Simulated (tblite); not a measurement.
Compound: C6H15PSi.
Atom-mapped SMILES: `[CH3:1][C@@H:2]1[CH2:3][C@H:4]([SiH3:5])[P:6]([CH3:7])[CH2:8]1` (hydrogens: H9, H10, H11 on C1; H12 on C2; H13, H14 on C3; H15 on C4; H16, H17, H18 on Si5; H19, H20, H21 on C7; H22, H23 on C8)

Structure used (GFN2-xTB), in Å, numbered top down from 1:
```xyz
23
C6H15PSi angstrom
C      2.7253    0.6387   -0.0808
C      1.2463    0.4710    0.2445
C      0.7347   -0.9411   -0.0367
C     -0.7814   -0.9243    0.1378
Si    -1.6736   -2.3656   -0.7261
P     -1.3767    0.7214   -0.5546
C     -1.9513    1.5025    1.0271
C      0.3653    1.3936   -0.5972
H      3.3286   -0.0291    0.5310
H      2.9121    0.4082   -1.1281
H      3.0446    1.6614    0.1091
H      1.0920    0.6925    1.3068
H      1.1944   -1.6752    0.6287
H      0.9946   -1.2100   -1.0642
H     -1.0231   -0.9285    1.2060
H     -1.3673   -2.3155   -2.1555
H     -1.1957   -3.6312   -0.1596
H     -3.1139   -2.2321   -0.5073
H     -2.2013    2.5447    0.8323
H     -2.8523    0.9893    1.3599
H     -1.1923    1.4498    1.8065
H      0.3834    2.4311   -0.2587
H      0.7026    1.3753   -1.6380
```

Calculated harmonic vibrations of the isolated species, GFN2-xTB (tblite), most abundant isotopes, no scaling. Against measured fundamentals such values can be off by several per cent, at times by over 20. Modes of hydrogen on silicon can be 10 to 20 % off. One conformer, not necessarily the lowest.

Harmonic wavenumbers (cm⁻¹): 57.4, 108.9, 118.5, 128.8, 188.5, 205.9, 221.6, 240.5, 292.8, 327.3, 402.4, 435.3, 459.7, 517.9, 556.2, 664.6, 709.4, 744.0, 771.9, 777.8, 786.5, 796.0, 832.9, 866.4, 883.8, 897.8, 934.5, 970.3, 1017.8, 1052.4, 1093.2, 1111.0, 1116.5, 1149.0, 1213.2, 1228.1, 1240.7, 1295.0, 1312.3, 1323.8, 1345.7, 1413.3, 1443.3, 1456.1, 1460.0, 1491.2, 1501.7, 1502.5, 2237.8, 2267.4, 2270.7, 2905.5, 2919.1, 2941.5, 2953.7, 2969.1, 2970.5, 2987.3, 3001.5, 3006.5, 3023.4, 3025.3, 3032.6.

A = 1758, B = 1104, C = 775.6 MHz; mass 146.068 u (most abundant isotopes); point group C1, symmetry number 1.

Task: Zero-point energy?

Result: Half the sum of the wavenumbers: 41588 cm⁻¹ = 497.51 kJ/mol.

Task: Entropy at 298.15 K, 1 bar (ideal gas, RRHO, classical rotation)?

Result: Translation 171.02, rotation 124.46, vibration 132.98: S = 428.5 J/(mol K).

Task: And Cp and H(298.15 K) − H(0)?

Result: Cp = 186.28 J/(mol K), of which vibrations give 153.03 (their classical limit is 63 R = 523.8); H(298.15 K) − H(0) = 32.00 kJ/mol without the zero-point energy, 22.08 from vibrations.

Task: How do the functions run with temperature in this model?

Result: 
| T (K) | S (J/(mol K)) | Cp (J/(mol K)) | H − H(0) (kJ/mol) | G − H(0) (kJ/mol) | ln q(vib) |
| --- | --- | --- | --- | --- | --- |
| 50 | 245.5 | 53.2 | 2.00 | -10.28 | 0.33 |
| 100 | 292.0 | 83.3 | 5.44 | -23.76 | 1.41 |
| 373.15 | 474.5 | 225.3 | 47.45 | -129.62 | 9.34 |
| 500 | 548.7 | 282.1 | 79.76 | -194.56 | 13.20 |
| 750 | 679.3 | 362.0 | 161.00 | -348.49 | 20.66 |
| 1000 | 791.2 | 414.8 | 258.53 | -532.65 | 27.69 |

q(vib) and H(0) count from the zero-point level.

Task: What must be added to the electronic energy to get the Gibbs energy at 298.15 K and 1 bar?

Result: ZPE + [H(298.15 K) − H(0)] − T·S = 497.51 + 32.00 − 127.74 = 401.77 kJ/mol.

Hindered rotation and anharmonicity are outside this model. Other conformers, if any are populated, would add a mixing term that is left out. The structure is chiral; the term R ln 2 for an equal mix with its mirror image is left out.
